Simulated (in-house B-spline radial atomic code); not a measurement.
Radial electron density of neutral antimony, [Kr] 4d10 5s2 5p2 5d1. Level of theory: non-relativistic Hartree-Fock, average of configuration, point nucleus, inside a hard spherical wall at 9.38 bohr; calculated with a radial B-spline atomic code at the basis-set limit.

Columns: r (bohr), 4πr²n(r) (electrons per bohr), bar.

```
 0.00142    2.048 #
 0.00176    3.039 ##
 0.00218    4.467 ##
  0.0027    6.499 ###
 0.00335    9.364 #####
 0.00415    13.25 #######
 0.00515    18.43 ##########
 0.00638    24.96 #############
  0.0079    32.81 ##################
 0.00979    41.63 ######################
  0.0121    50.45 ###########################
   0.015    58.15 ###############################
  0.0186    63.04 ##################################
  0.0231    63.93 ##################################
  0.0286    61.15 #################################
  0.0355    57.19 ###############################
   0.044    56.38 ##############################
  0.0545    62.03 #################################
  0.0675    72.94 #######################################
  0.0837    82.16 ############################################
   0.104    81.35 ############################################
   0.128    70.81 ######################################
   0.159    60.45 ################################
   0.197    61.52 #################################
   0.245    68.81 #####################################
   0.303    64.89 ###################################
   0.376    45.04 ########################
   0.465    25.96 ##############
   0.577    21.33 ###########
   0.715    24.88 #############
   0.886    23.34 #############
     1.1    15.45 ########
    1.36    8.029 ####
    1.69    4.099 ##
    2.09    2.683 #
    2.59    1.898 #
    3.21    1.174 #
    3.98   0.6383 
    4.93   0.3656 
    6.11   0.2222 
    7.57  0.08424 
    9.29 0.0002302
```

On this grid the curve has 4 maxima, near 0.0231, 0.0837, 0.245, 0.715 bohr.

The 5p radial function P(r) = rR(r), positive near the nucleus:

```
r (bohr)          P
 0.00218  0.0007758
 0.00335   0.001778
 0.00515   0.004012
  0.0079   0.008798
  0.0121    0.01852
  0.0186    0.03695
  0.0286    0.06705
   0.044      0.104
  0.0675     0.1208
   0.104    0.06524
   0.159   -0.07895
   0.245    -0.1822
   0.376   -0.02505
   0.577     0.2618
   0.886     0.1805
    1.36    -0.3019
    2.09    -0.6561
    3.21    -0.5493
    4.93    -0.2241
    7.57   -0.03664
```
